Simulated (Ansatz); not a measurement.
Consider the ligand exchange at the Al–S bond: `[NH2][Al]([NH2])[SH]` + CH₃OH → `C[O][Al]([NH2])[NH2]` + H₂S.

Gas-phase electronic energies from Ansatz, PBE0-D4/def2-TZVP geometries. CBS: MP2 limit from def2 TZ/QZ plus the TZ coupled-cluster correction, frozen cores. This one scheme is used for every species. DFT in def2-TZVPP. One conformer a species, not always the lowest.

`[NH2][Al]([NH2])[SH]`:

Z-matrix (Å, degrees):
```
N
Al 1 1.765
H 1 1.006 2 124.9
H 1 1.006 2 124.9 3 -178.3
N 2 1.763 1 121.7 3 171.1
S 2 2.191 1 120.7 3 -8.8
H 5 1.006 2 124.2 1 172.0
H 5 1.006 2 125.5 1 -8.7
H 6 1.344 2 93.0 1 -13.1
```

CH₃OH:

Cartesian coordinates in Å:
```
C 0.311 0.044 0.167
O -0.967 -0.498 -0.072
H 0.706 -0.447 1.057
H 0.278 1.123 0.361
H 1.007 -0.143 -0.661
H -1.335 -0.078 -0.852
```

`C[O][Al]([NH2])[NH2]`:

Cartesian coordinates in Å:
```
C 0.072 2.178 -0.023
O 0.673 0.934 0.140
Al 0.171 -0.675 0.052
N -1.510 -1.085 -0.307
N 1.392 -1.915 0.333
H 0.612 2.766 -0.774
H -0.976 2.109 -0.348
H 0.090 2.741 0.918
H -1.875 -2.019 -0.388
H -2.244 -0.414 -0.459
H 1.236 -2.908 0.322
H 2.357 -1.712 0.533
```

H₂S:

```xyz
3

S    -0.315   -0.524   -0.104
H     0.128    0.466   -0.893
H     0.186    0.057    0.997
```

Task: Is it downhill or uphill in electronic energy at CCSD(T)/CBS, and by how much? (Best estimate.)

Result: The calculation gave: Downhill: ΔE = -3.8 kcal/mol.

Task: What do these levels give: r2SCAN0-D4, BHLYP-D4, r2SCAN0, MP2/def2-TZVPP, CCSD(T)/def2-TZVPP, MP2/def2-QZVPP? (An estimate is asked.)

Result: Computed: r2SCAN0-D4 -3.4, BHLYP-D4 -5.3, r2SCAN0 -3.4, MP2/def2-TZVPP -4.0, CCSD(T)/def2-TZVPP -4.4, MP2/def2-QZVPP -3.8 kcal/mol.

Largest T1 diagnostic among the species: 0.010.

At CCSD(T), def2-SVP lies −2.3 kcal/mol from the extrapolated value and def2-TZVPP −0.6 kcal/mol. In def2-TZVPP, CCSD(T) changes the Hartree–Fock value by +1.1 kcal/mol (the triples alone add +0.5 kcal/mol) and MP2 by +1.5 kcal/mol.
